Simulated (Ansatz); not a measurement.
`O[SiH2][SiH2]Cl`. Charge 0, multiplicity 1. The structure was optimised at the PBE0-D4/def2-TZVP level. It is one conformer, not always the lowest.

```xyz
9

O    -0.914    0.003    1.708
Si    0.029   -0.747    0.582
Si    0.433    0.816   -1.111
Cl   -1.335    1.268   -2.074
H    -1.272   -0.525    2.423
H     1.330   -1.197    1.161
H    -0.642   -1.951    0.014
H     1.002    2.082   -0.585
H     1.368    0.251   -2.119
```

Task: What is the dipole moment at r2SCAN/def2-TZVPP? (Best estimate.)

Result: Ansatz gave: 2.20 D, with components (0.63, -1.40, 1.58) D in this frame, pointing from negative to positive charge.

Task: And with PBE, B3LYP, ωB97M-V? (An estimate is asked.)

Result: Ansatz gave: PBE 2.12 D, B3LYP 2.23 D, ωB97M-V 2.24 D.

Task: Give the Mulliken charges with r2SCAN, ωB97M-V, PBE in def2-TZVPP. (Estimate.)

Result: The calculation gave: 
```csv
atom,r2SCAN,ωB97M-V,PBE
O1,-0.41,-0.38,-0.35
Si2,0.43,0.32,0.34
Si3,0.37,0.24,0.29
Cl4,-0.26,-0.22,-0.23
H5,0.20,0.17,0.19
H6,-0.10,-0.05,-0.08
H7,-0.09,-0.04,-0.07
H8,-0.07,-0.02,-0.05
H9,-0.07,-0.02,-0.05
```

B3LYP here is the variant with VWN-RPA as its local correlation; programs differ in this.
